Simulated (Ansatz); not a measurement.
`[AlH2][CH2][SiH3]` + `[SnH4]` → `[SiH3][SnH3]` + `[CH3][AlH2]`  (formal exchange of groups at the Si–C bond)

Computed with Ansatz on PBE0-D4/def2-TZVP structures; ΔE is electronic, products minus reactants. CBS: MP2 limit from def2 TZ/QZ plus the TZ coupled-cluster correction, frozen cores. This one scheme is used for every species. DFT in def2-TZVPP. Elements past krypton have def2 core potentials. For Sn outer-core shells are correlated without core-valence functions, which leaves a few kJ/mol of doubt a bond.

| level | ΔE (kcal/mol) |
| --- | --- |
| r2SCANh | -4.6 |
| HF/CBS(def2) | -3.2 |

(1) What does CCSD(T)/CBS give? (An estimate is asked.)

Largest T1 diagnostic among the species: 0.013.

## Answers

(1) The calculation gave: -4.9 kcal/mol. The listed levels differ from it by 0.3, 1.7 kcal/mol.

From BLYP to BHLYP (50 % exact exchange), in def2-TZVPP and without D4, ΔE moves by +1.8 kcal/mol. At CCSD(T), def2-SVP lies +1.1 kcal/mol from the extrapolated value and def2-TZVPP +1.4 kcal/mol.
